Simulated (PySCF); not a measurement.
**Working out the ionisation energy of Sc²⁺**

Sc²⁺ [Ar] 3d1 (2D) → Sc³⁺ [Ar] (1S). Calculation: PySCF 2.14, in def2-QZVPPD (11s6p5d3f2g, 93 functions); no relativity, point nucleus. Frozen: [Ne]. Energies in hartree (1 hartree = 27.21139 eV):

| part | Sc²⁺ (lower) | Sc³⁺ (upper) |
| --- | --- | --- |
| UHF | -759.096450 | -758.213675 |
| CCSD correlation | -0.244108 | -0.226487 |
| (T) | -0.005486 | -0.005072 |

Q: What does Hartree-Fock give?

A: (-758.213675) − (-759.096450) = 0.882775 hartree = 24.022 eV.

Q: What do CCSD and CCSD(T) give?

A: The CCSD correlation energies differ by 0.017621 hartree = 0.479 eV and the triples by 0.000414 hartree = 0.011 eV, so CCSD gives 24.501 eV and CCSD(T) 24.512 eV.

Reference: 24.757 eV (measured; NIST Atomic Spectra Database, ionization energies), between the lowest levels; spin-orbit coupling is absent from the calculation.

The calculation is non-relativistic.

What remains against the reference includes basis incompleteness, the frozen core and higher excitations.
